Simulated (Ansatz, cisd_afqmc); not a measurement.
Species: CHCl$_{2}$F, charge 0, singlet. CHCl2F (SMILES FC(Cl)Cl).
B3LYP-D3(BJ)/def2-TZVP minimum from Ansatz (a first-principles code):
```
C
F 1 1.3493
H 1 1.0849 2 109.62
Cl 1 1.7755 3 108.37 2 119.30
Cl 1 1.7755 3 108.37 2 -119.30
```
Charge 0, spin multiplicity 1.

Atomisation energy term by term, kcal/mol (programs: Ansatz, cisd_afqmc). Open shells are spin-unrestricted; no spin-orbit coupling. Correlated methods leave the cores frozen. Rows without X2C or -DK are non-relativistic. AFQMC/CISD: phaseless, guided by CISD from CCSD amplitudes; bars are statistical, one sigma. Outlying blocks are dropped, and bars are widened where a walk drifts. Over all cases where full CI ran beside it in this data, AFQMC minus full CI had a median of +0.1 mEh and passed +0.4 mEh in a tenth of the cases. CBS(X,Y): correlation extrapolated as X^-3, Hartree-Fock from the larger set (Q,5: extrapolated as (X+1)exp(-9√X)). A bracket is a step between two methods taken in the basis named. 'core' is core correlation in cc-pwCVTZ (1s frozen past Ne), 'X2C' scalar relativity in cc-pVTZ-DK, both at CCSD(T). Where a partner has so few electrons that a lower coupled-cluster level is exact, that level stands in.

| term | basis | kcal/mol |
|---|---|---|
| Hartree-Fock | CBS(cc-pV(Q+d)Z,cc-pV(5+d)Z) | 249.67 |
| CCSD correlation | CBS(cc-pV(Q+d)Z,cc-pV(5+d)Z) | 117.62 |
| (T) | CBS(cc-pV(Q+d)Z,cc-pV(5+d)Z) | 12.00 |
| CCSDT(Q) - CCSD(T) | cc-pV(D+d)Z | 0.53 |
| core correlation | cc-pwCVTZ | 1.38 |
| scalar relativity | X2C, cc-pVTZ-DK | -0.63 |
| sum: De |  | 380.6 |

The step beyond CCSD(T) by other levels: AFQMC/CISD in cc-pV(T+d)Z 1.03 ± 0.35; AFQMC/CISD in cc-pV(Q+d)Z 0.66 ± 0.25 kcal/mol.
